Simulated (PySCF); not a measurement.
# Partial charges of `CC1=CC[C@@H]1[SiH2-]`

Compound: C5H9Si (charge -1).
Atom-mapped SMILES: `[CH3:1][C:2]1=[CH:3][CH2:4][C@@H:5]1[SiH2-:6]` (hydrogens: H7, H8, H9 on C1; H10 on C3; H11, H12 on C4; H13 on C5; H14, H15 on Si6)

Geometry (GFN2-xTB, Å), atoms numbered from 1 in this order:
```
atom  x, y, z in Å
C1    -1.1957   -0.9685    1.1579
C2    -0.5727    0.0769    0.3006
C3    -1.0226    0.8833   -0.6705
C4     0.3258    1.5038   -0.9072
C5     0.8449    0.5055    0.1519
Si6    2.0176   -0.8344   -0.5527
H7    -2.2431   -1.1278    0.8905
H8    -0.6536   -1.9069    1.0407
H9    -1.1426   -0.6858    2.2142
H10   -1.9687    1.0019   -1.1856
H11    0.7424    1.3673   -1.9078
H12    0.4093    2.5624   -0.6320
H13    1.2956    0.9693    1.0366
H14    2.0259   -1.8175    0.5655
H15    1.1332   -1.5216   -1.5238
```

Density: PBE0/pcSseg-1 (PySCF); schemes: Mulliken, IAO, Hirshfeld and ESP-fitted. One conformer (not necessarily the lowest) at the GFN2-xTB geometry, without solvent, vibrations or thermal averaging. The pcSseg-1 basis has no diffuse functions, a weakness for an anion. The HOMO energy is positive at this level (+0.74 eV), so the outermost electrons may be held by the finite basis alone.

Q: Do the Mulliken, IAO, Hirshfeld and ESP-fitted schemes agree on where the charge is lowest?

A: The schemes don't all agree: Mulliken C5 (-0.421); IAO C1 (-0.431); Hirshfeld Si6 (-0.298); ESP-fitted Si6 (-1.238).

Q: For which atoms does the sign change between the 4 schemes (beyond +0.03 e in one, beyond −0.03 e in another)?

A: C5, H14 and H15. Atomic charges aren't observables, and each scheme defines them in its own way.

Q: Do the Mulliken, IAO, Hirshfeld and ESP-fitted schemes agree on where the charge is highest?

A: The schemes don't all agree: Mulliken H8 (+0.120); IAO H8 (+0.159); Hirshfeld H8 (+0.032); ESP-fitted H11 (+0.250).

Q: Tabulate the Mulliken, IAO, Hirshfeld and ESP-fitted charges.

A: In e:

| atom | environment | Mulliken | IAO | Hirshfeld | ESP-fitted |
| --- | --- | --- | --- | --- | --- |
| C1 | allylic carbon | -0.147 | -0.431 | -0.130 | -0.361 |
| C2 | fully substituted alkene carbon | -0.158 | +0.028 | -0.003 | -0.088 |
| C3 | alkene CH carbon | -0.231 | -0.248 | -0.117 | -0.135 |
| C4 | allylic carbon | -0.092 | -0.253 | -0.096 | -0.550 |
| C5 | sp3 carbon bound to silicon | -0.421 | -0.343 | -0.137 | +0.226 |
| Si6 | silicon bonded to C and 2 H | -0.090 | -0.249 | -0.298 | -1.238 |
| H7 | methyl hydrogen | +0.081 | +0.124 | +0.025 | +0.104 |
| H8 | methyl hydrogen | +0.120 | +0.159 | +0.032 | +0.106 |
| H9 | methyl hydrogen | +0.089 | +0.129 | +0.027 | +0.098 |
| H10 | vinylic hydrogen | -0.008 | +0.103 | +0.007 | +0.090 |
| H11 | methylene hydrogen | +0.100 | +0.122 | +0.015 | +0.250 |
| H12 | methylene hydrogen | +0.081 | +0.105 | +0.010 | +0.110 |
| H13 | methine hydrogen | +0.085 | +0.109 | +0.007 | +0.128 |
| H14 | Si–H hydrogen | -0.216 | -0.182 | -0.174 | +0.112 |
| H15 | Si–H hydrogen | -0.194 | -0.173 | -0.168 | +0.148 |

Mean size of the charges over all atoms: ESP-fitted 0.250 e, IAO 0.184 e, Mulliken 0.141 e, Hirshfeld 0.083 e. Each set sums to the total charge, -1, to within 0.001 e. The ESP scheme is a least-squares fit of atom-centred charges to the potential on four shells outside the van der Waals surface, with the total charge fixed.

Q: Sum the charges by element, for elements with more than one atom.

A: 
| element | atoms | Mulliken | IAO | Hirshfeld | ESP-fitted |
| --- | --- | --- | --- | --- | --- |
| C | 5 | -1.049 | -1.247 | -0.483 | -0.908 |
| H | 9 | +0.139 | +0.496 | -0.220 | +1.146 |

Q: How closely do the schemes follow one another over all atoms?

A: Correlation coefficient and root-mean-square difference: IAO with Hirshfeld 0.83, 0.130 e; Mulliken with IAO 0.82, 0.113 e; Mulliken with Hirshfeld 0.68, 0.115 e; Hirshfeld with ESP-fitted 0.65, 0.323 e; IAO with ESP-fitted 0.49, 0.330 e; Mulliken with ESP-fitted 0.13, 0.389 e.

The run behind these numbers computed NMR shieldings as well. Time: 43 s of wall time; peak memory 0.75 GiB. Hardware: one thread of an Intel Xeon at 2.70 GHz, shared host.
